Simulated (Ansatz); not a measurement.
A structure drawn as `C[N](C)[Al]([N](C)C)[N](C)C`, with this starting geometry:

```xyz
28

C    -0.4071    2.5706   -0.9777
N    -0.5092    1.2129   -1.4324
C    -1.8789    0.9088   -1.9068
Al    0.0560   -0.0280    0.0319
N    -1.0244   -0.0380    1.6265
C    -0.1998    0.3138    2.7812
C    -1.5671   -1.4165    1.8267
N     1.5708   -1.1509   -0.1792
C     1.3350   -2.0733   -1.3544
C     2.7415   -0.3386   -0.4110
H     0.5507    2.8393   -0.6326
H    -1.1636    2.7329   -0.0988
H    -0.7711    3.3250   -1.7660
H    -1.9138   -0.1644   -2.2960
H    -2.1350    1.5506   -2.7577
H    -2.6280    0.9598   -1.0639
H     0.6582   -0.3980    2.9140
H     0.1769    1.3361    2.6394
H    -0.7891    0.3057    3.6919
H    -2.2962   -1.6597    0.9618
H    -2.2270   -1.4050    2.7403
H    -0.7378   -2.1531    1.8872
H     0.4774   -2.6535   -1.1437
H     1.2243   -1.4558   -2.2886
H     2.2648   -2.7371   -1.4608
H     2.6417    0.3090   -1.2961
H     2.9086    0.3147    0.4391
H     3.6422   -1.0075   -0.4743
```

Total charge 0; spin multiplicity 1.

(1) Relax it with Ansatz at PBE-D4/def2-SVP and then PBE0-D4/def2-TZVP. Is the drawn bonding still there?

(2) Give the relaxed structure. (An estimate is asked.)

Atoms count as bonded under 1.1 times the sum of their covalent radii (H–H under 0.85 Å, pairs among N, O and F under 1.55 Å), and a drawn bond as lost past 1.3 times.

## Answers

(1) Yes, every drawn bond is still there and no new one forms.

(2) Computed: 
Z-matrix (Å, degrees):
```
C
N 1 1.440
H 1 1.093 2 111.0
H 1 1.101 2 111.6 3 119.8
H 1 1.101 2 112.0 3 -120.4
Al 2 1.778 1 123.8 3 1.1
C 2 1.440 1 112.3 3 -178.8
N 6 1.778 2 120.0 1 27.6
N 6 1.778 2 120.0 1 -152.4
H 7 1.093 2 111.0 1 -178.8
H 7 1.101 2 111.6 1 -59.0
H 7 1.101 2 112.0 1 60.8
C 8 1.440 6 123.9 2 -152.1
C 8 1.440 6 123.9 2 27.9
C 9 1.440 6 123.9 2 27.6
C 9 1.440 6 123.8 2 -152.4
H 13 1.093 8 111.0 6 1.2
H 13 1.101 8 112.0 6 -119.2
H 13 1.101 8 111.6 6 121.0
H 14 1.093 8 111.0 6 1.1
H 14 1.101 8 111.6 6 120.9
H 14 1.101 8 112.0 6 -119.2
H 15 1.101 9 111.6 6 121.0
H 15 1.101 9 112.0 6 -119.2
H 15 1.093 9 111.0 6 1.2
H 16 1.093 9 111.0 6 1.2
H 16 1.101 9 112.0 6 -119.2
H 16 1.101 9 111.6 6 121.0
```
No frequency check was run.
